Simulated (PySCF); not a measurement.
Species: (PF2)3P, P₄F₆.
Cartesian coordinates in Å at the GFN2-xTB level; atoms count from 1:
```xyz
10
P4F6 angstrom
F     -2.374    1.235   -0.068
P     -0.790    1.529   -0.081
F     -0.836    2.339   -1.464
P     -0.147   -0.441   -0.844
P     -0.674   -0.998    1.226
F     -2.013   -1.831    0.936
F      0.256   -2.311    1.329
P      1.704    0.178    0.188
F      2.189    1.268   -0.895
F      2.692   -0.964   -0.350
```

Computed with PySCF 2.14.0, density-fitted response routines, TDDFT B3LYP/def2-SVPD, vertical, gas phase, core orbitals frozen in the response.

Ground-to-excited transition dipoles (e·a0, same axes as the geometry; the sign carries no meaning), for the states with f of 0.002 or more among the lowest 6:

```json
{"state": "S2", "E (eV)": "4.567", "μx": "-0.050", "μy": "0.114", "μz": "-0.051"}
{"state": "S3", "E (eV)": "4.568", "μx": "-0.121", "μy": "-0.038", "μz": "0.041"}
{"state": "S5", "E (eV)": "4.641", "μx": "0.217", "μy": "0.055", "μz": "-0.069"}
{"state": "S6", "E (eV)": "4.642", "μx": "0.079", "μy": "-0.200", "μz": "0.093"}
```

(1) Work out the oscillator strengths.

(2) What is the point group, and which symmetry does each of these states have?

## Answers

(1) f = (2/3) ΔE |μ|² with ΔE in hartree (27.2114 eV).

```csv
state,|μ|² (au),|μ| (D),f
S2,0.018,0.34,0.002
S3,0.018,0.34,0.002
S5,0.055,0.60,0.006
S6,0.055,0.60,0.006
```

(2) C3. Polarised across the main axis, so E: S2, S3, S5 and S6.

S2/S3 and S5/S6 coincide within about 0.01 eV; within a degenerate level the directions of the single components are arbitrary.

One conformer stands for the species.
